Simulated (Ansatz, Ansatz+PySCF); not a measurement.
```yaml
atoms:
  - { symbol: N, position_ang: [-0.0496, -0.0014, -0.3088] }
  - { symbol: O, position_ang: [0.0135, 1.0454, 0.1458] }
  - { symbol: O, position_ang: [-0.0122, -1.0447, 0.1424] }
```

Basis set: def2-SVP (spherical functions). Frozen core: 3 orbitals. Correlation on ROHF uses semicanonical orbitals with singles. Charge 0, multiplicity 2.

Computed with Ansatz (development build ahead of 0.2.0); each method stands on the lowest determinant of its kind that the runs found. Restricted functionals stand beside restricted open-shell atoms, which can lie above the unrestricted atoms usual in DFT and then raise those values.

Give the atomization energy at this shape (free ground-state atoms in the same class of orbitals less the molecule, no zero-point energy) of doublet NO2 by ωB97X (unrestricted), ωB97X (restricted open-shell), r²SCAN (unrestricted), r²SCAN (restricted open-shell), PBE (unrestricted), PBE (restricted open-shell), PBE0 (unrestricted), PBE0 (restricted open-shell), ROHF-CCSD(T), ROHF-CCSD, ROHF-MP2, UHF-MP2, UHF, ROHF.

| method | atomization energy |
| --- | --- |
| ωB97X (unrestricted) | 9.95 eV |
| ωB97X (restricted open-shell) | 10.15 eV |
| r²SCAN (unrestricted) | 10.18 eV |
| r²SCAN (restricted open-shell) | 10.38 eV |
| PBE (unrestricted) | 11.59 eV |
| PBE (restricted open-shell) | 11.70 eV |
| PBE0 (unrestricted) | 10.10 eV |
| PBE0 (restricted open-shell) | 10.22 eV |
| ROHF-CCSD(T) | 8.41 eV |
| ROHF-CCSD | 7.90 eV |
| ROHF-MP2 | 9.40 eV |
| UHF-MP2 | 9.25 eV |
| UHF | 2.45 eV |
| ROHF | 2.63 eV |

Caution: the shape is not the minimum.
